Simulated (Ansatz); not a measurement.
# Worked example: a bond strength in SiHCl2OF (SMILES O[Si](F)(Cl)Cl)

The species is SiHCl2OF (6 atoms), meant as a singlet with charge 0. SMILES: `O[Si](F)(Cl)Cl`. Geometry: optimised at r2SCAN/def2-SVP. This is one conformer, not always the lowest.

```xyz
6

O    -0.5224    0.4639    1.1326
Si    0.2160    0.0155   -0.2509
F     1.6032   -0.7400    0.0508
Cl   -0.9298   -1.2819   -1.3368
Cl    0.6219    1.6982   -1.3074
H    -0.9467   -0.2199    1.6656
```

Wanted: the dissociation energy of the Si2–O1 bond into doublet SiCl2F and doublet OH (shapes relaxed at r2SCAN/def2-SVP, no zero-point term). 1 Eh = 2625.50 kJ/mol = 27.2114 eV. Totals in Eh; open shells run unrestricted unless said.

```tsv
level	program	SiHCl2OF	doublet SiCl2F	doublet OH
PBE/def2-SVP	Ansatz	-1384.554332	-1308.765458	-75.581416
B2PLYP/def2-SVP, 17 core orbitals frozen	Ansatz	-1384.700973	-1308.890229	-75.602811
MP2/def2-SVP, 17 core orbitals frozen	Ansatz	-1383.237572	-1307.547923	-75.473584
```

Task: Work out the dissociation energy at each level.

Result: 
1. PBE/def2-SVP: (-1308.765458) + (-75.581416) − (-1384.554332) = 0.207458 Eh = 544.7 kJ/mol = 5.65 eV.
2. B2PLYP/def2-SVP: (-1308.890229) + (-75.602811) − (-1384.700973) = 0.207933 Eh = 545.9 kJ/mol = 5.66 eV.
3. MP2/def2-SVP: (-1307.547923) + (-75.473584) − (-1383.237572) = 0.216065 Eh = 567.3 kJ/mol = 5.88 eV.

The levels span 545 to 567 kJ/mol; no measured value is set beside them. A bond enthalpy at 298 K also holds the loss of zero-point energy and thermal terms.
